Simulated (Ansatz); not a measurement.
Reaction (redistribution): `S[SiH2]BCl` + `CCCBO` → `CB[SiH2]S` + `OBCCCl`

Computed with Ansatz on PBE0-D4/def2-TZVP structures; ΔE is electronic, products minus reactants. CBS: MP2 limit from def2 TZ/QZ plus the TZ coupled-cluster correction, frozen cores. Each species was taken in one conformer, which may not be the lowest.

```tsv
species	CCSD(T)/CBS(def2) energy (Eh)
`S[SiH2]BCl`	-1173.87376
`CCCBO`	-219.60318
`CB[SiH2]S`	-753.91845
`OBCCCl`	-639.51984
```

Work out ΔE.

ΔE = (-753.91845) + (-639.51984) − (-1173.87376) − (-219.60318) = 0.03865 Eh = +101.5 kJ/mol.

Largest T1 diagnostic among the species: 0.013.

In def2-TZVPP, CCSD(T) changes the Hartree–Fock value by +7.3 kJ/mol (the triples alone add +1.5 kJ/mol) and MP2 by +9.9 kJ/mol.
